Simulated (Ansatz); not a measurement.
Molecule: CH3F2Ge, net charge 0, doublet state. It need not be the lowest isomer of its formula. 
Coordinates optimised at B3LYP-D3(BJ)/def2-TZVP (Ansatz, a quantum-chemistry and plane-wave program):
SMILES: [F][Ge]([F])[CH3]
```xyz
7

C     -1.8273    -0.1287     0.2129
Ge     0.0813     0.0188    -0.3353
F      0.9115    -1.3325     0.4169
F      0.7317     1.4027     0.5266
H     -1.8094    -0.1712     1.3021
H     -2.2502    -1.0385    -0.2058
H     -2.3677     0.7485    -0.1342
```
Charge 0, spin multiplicity 2.

Dipole moments at this geometry, in debye (magnitudes).

```
level                 program  dipole (D)
--------------------  -------  ----------
SVWN5/def2-TZVPD       Ansatz        3.26
PBE/def2-TZVPD         Ansatz        3.18
BLYP/def2-TZVPD        Ansatz        3.23
revPBE/def2-TZVPD      Ansatz        3.15
r2SCAN/def2-TZVPD      Ansatz        3.24
B3LYP/def2-TZVPD       Ansatz        3.37
BHLYP/def2-TZVPD       Ansatz        3.52
r2SCANh/def2-TZVPD     Ansatz        3.30
HSE06/def2-TZVPD       Ansatz           ?
CAM-B3LYP/def2-TZVPD   Ansatz        3.42
wB97M-V/def2-TZVPD     Ansatz        3.34
wB97X-V/def2-TZVPD     Ansatz        3.33
CCSD(T)/aug-cc-pVDZ    Ansatz           ?
```

Some entries are withheld; supply them.


- HSE06/def2-TZVPD, dipole (D): 3.33
- CCSD(T)/aug-cc-pVDZ, dipole (D): 3.29
